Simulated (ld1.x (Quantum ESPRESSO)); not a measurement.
# Which change was made? (Ti, PAW)

Ti, PAW, made with ld1.x (Quantum ESPRESSO) 7.5 (PBEsol, scalar-relativistic). Core [Ar], reference 3d2 4s1.5 4p0 (charge +0.5). Waves: 4s (bound): rcut 2.30, rcutus 2.65 bohr; 4s channel at 0.1 Ry: rcut 2.30, rcutus 2.65 bohr; 4p (bound, empty): rcut 2.35, rcutus 2.80 bohr; 4p channel at 0.1 Ry: rcut 2.35, rcutus 2.80 bohr; 3d (bound): rcut 2.35, rcutus 2.90 bohr; 3d channel at -0.05 Ry: rcut 2.35, rcutus 2.90 bohr; 4f channel at 0.3 Ry: rcut 1.75, rcutus 2.40 bohr; 4f channel at 1.15 Ry: rcut 1.75, rcutus 2.40 bohr. Local part: all-electron potential smoothed inside 1.80 bohr (lloc = -1). Core correction: Bessel-smoothed model core inside 2.05 bohr. Augmentation charge: PSQ, inside the norm-conserving radii.

Cutoffs, loose and tight: the cutoffs (Ry, on a coarse ladder) from which the occupation-weighted sum of valence levels, in a spherical-Bessel basis at the reference potential, stays within 10 and 1 mRy of its value at 400 Ry. They do not see the model core or the augmentation charge, which bear on the density cutoff. Test errors are all-electron minus pseudo excitation energies from the reference, over the configurations 3d2 4s2 4p0; 3d2 4s1 4p0; 3d2 4s0 4p0; 3d2.5 4s1.5 4p0; 3d2 4s0 4p2; 3d2 4s0 4p1; 3d1 4s2 4p1; variants that change the core or the reference have their own tests.

The base gives: outcome: generated; cutoff, loose: 10 Ry; cutoff, tight: 12 Ry; bound ghosts: s; largest test error (meV): test run stopped at test 1 of 7 (negative rho).

**Question.** After one change the result is: outcome: generated; cutoff, loose: 30 Ry; cutoff, tight: 35 Ry; bound ghosts: none; largest test error (meV): +78. Which change was it?
A. waves 4p (bound): rcut 1.62, rcutus 1.72 bohr; 4p channel at 0.1 Ry: rcut 1.62, rcutus 1.72 bohr
B. type TM; waves now 4s (bound): rc 2.65 bohr; 4p (bound): rc 2.80 bohr; 3d (bound): rc 2.90 bohr; 4f channel at 0.3 Ry: rc 2.40 bohr; local potential all-electron potential smoothed inside 2.25 bohr (lloc = -2)
C. waves 3d (bound): rcut 2.35, rcutus 4.30 bohr; 3d channel at -0.05 Ry: rcut 2.35, rcutus 4.30 bohr

**Answer.** B. The others give: waves 4p (bound): rcut 1.62, rcutus 1.72 bohr; 4p channel at 0.1 Ry: rcut 1.62, rcutus 1.72 bohr → outcome: generated; cutoff, loose: 10 Ry; cutoff, tight: 12 Ry; bound ghosts: p, s; largest test error (meV): test run stopped at test 1 of 7 (negative rho) | waves 3d (bound): rcut 2.35, rcutus 4.30 bohr; 3d channel at -0.05 Ry: rcut 2.35, rcutus 4.30 bohr → outcome: generated; cutoff, loose: 6 Ry; cutoff, tight: 6 Ry; bound ghosts: s; largest test error (meV): test run stopped at test 1 of 7 (negative rho).
